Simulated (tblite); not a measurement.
C6H15O2P.
Structure used (GFN2-xTB), in Å, numbered top down from 1:
```
atom  x, y, z in Å
C1    -2.2650    0.6165    0.6201
C2    -1.1081   -0.1693    1.2243
C3    -0.3009   -0.9412    0.1843
C4    -1.1259   -1.9649   -0.5821
P5     0.4586    0.1786   -1.0801
O6    -0.4123    0.6666   -2.1591
O7     1.6222   -0.7721   -1.6887
C8     1.4134    1.4998   -0.2248
C9     2.4664    0.9659    0.7309
H10   -3.0399   -0.0520    0.2553
H11   -1.9145    1.2211   -0.2121
H12   -2.7077    1.2715    1.3674
H13   -0.4432    0.5213    1.7497
H14   -1.4937   -0.8770    1.9648
H15    0.5315   -1.4476    0.6836
H16   -1.6791   -2.6069    0.1016
H17   -0.4752   -2.5876   -1.1942
H18   -1.8269   -1.4582   -1.2420
H19    1.5096   -0.7727   -2.6409
H20    0.7068    2.1597    0.2794
H21    1.8750    2.0725   -1.0342
H22    3.0879    0.2304    0.2262
H23    3.1030    1.7750    1.0845
H24    2.0063    0.4904    1.5937
```

Computed with GFN2-xTB (tblite): harmonic, unscaled wavenumbers at the GFN2-xTB geometry, gas phase. Errors from tens to a few hundred cm⁻¹ against measured bands are possible. One conformer, not necessarily the lowest.

Harmonic wavenumbers (cm⁻¹): 48.8, 93.2, 101.8, 146.3, 163.5, 175.4, 188.7, 204.7, 228.7, 253.2, 269.5, 282.5, 310.3, 347.3, 390.6, 410.9, 536.1, 636.7, 721.0, 761.2, 797.8, 821.5, 886.9, 895.7, 969.3, 995.7, 1008.2, 1019.3, 1028.9, 1057.2, 1085.9, 1151.9, 1164.9, 1210.2, 1226.4, 1236.4, 1270.0, 1274.1, 1296.8, 1347.2, 1406.2, 1409.8, 1417.4, 1443.6, 1483.2, 1489.7, 1494.8, 1496.9, 1497.8, 1499.5, 1511.9, 2923.5, 2943.6, 2946.0, 2966.4, 2982.2, 3013.8, 3020.2, 3023.6, 3031.6, 3035.1, 3037.5, 3045.6, 3050.7, 3056.1, 3582.2.

A = 1663, B = 1145, C = 969.6 MHz; mass 150.081 u (most abundant isotopes); point group C1, symmetry number 1.

Task: What is the zero-point energy?

Result: Half the sum of the wavenumbers: 44912 cm⁻¹ = 128.41 kcal/mol.

Task: Give the ideal-gas entropy at 500 K and 1 bar in the rigid-rotor, harmonic-oscillator model (classical rotation).

Result: Translation 43.52, rotation 31.09, vibration 64.02: S = 138.6 cal/(mol K).

Task: And Cp and H(500 K) − H(0)?

Result: Cp = 69.42 cal/(mol K), of which vibrations give 61.47 (their classical limit is 66 R = 131.2); H(500 K) − H(0) = 20.41 kcal/mol without the zero-point energy, 16.43 from vibrations.

Task: Which modes carry the vibrational entropy at 500 K?

Result: 48.8 cm⁻¹: 5.89; 93.2 cm⁻¹: 4.61; 101.8 cm⁻¹: 4.43; 146.3 cm⁻¹: 3.72; 163.5 cm⁻¹: 3.50; 175.4 cm⁻¹: 3.37 cal/(mol K); the other 60 give 38.50 together.

Task: How do the functions run with temperature in this model?

Result: 
| T (K) | S (cal/(mol K)) | Cp (cal/(mol K)) | H − H(0) (kcal/mol) | G − H(0) (kcal/mol) | ln q(vib) |
| --- | --- | --- | --- | --- | --- |
| 100 | 71.8 | 23.4 | 1.44 | -5.75 | 1.81 |
| 200 | 92.3 | 36.1 | 4.45 | -14.00 | 5.34 |
| 300 | 109.0 | 47.5 | 8.63 | -24.08 | 8.89 |
| 800 | 176.5 | 91.8 | 44.87 | -96.37 | 25.19 |
| 1000 | 198.2 | 101.9 | 64.29 | -133.88 | 31.05 |

q(vib) and H(0) count from the zero-point level.

Task: What must be added to the electronic energy to get the Gibbs energy at 500 K and 1 bar?

Result: ZPE + [H(500 K) − H(0)] − T·S = 128.41 + 20.41 − 69.31 = 79.51 kcal/mol.

Task: Blend soft modes into free rotors: weight 1/[1 + (100 cm⁻¹/ν̃)⁴] for the oscillator and the rest for a rotor with moment μB/(μ + B), μ = h/(8π²ν), B = 10⁻⁴⁴ kg m². What vibrational entropy results?

Result: 60.78 cal/(mol K) in place of 64.02, which changes −T·S at 500 K by +1.62 kcal/mol.

Hindered rotation and anharmonicity are outside this model. Other conformers, if any are populated, would add a mixing term that is left out. The structure is chiral; the term R ln 2 for an equal mix with its mirror image is left out.
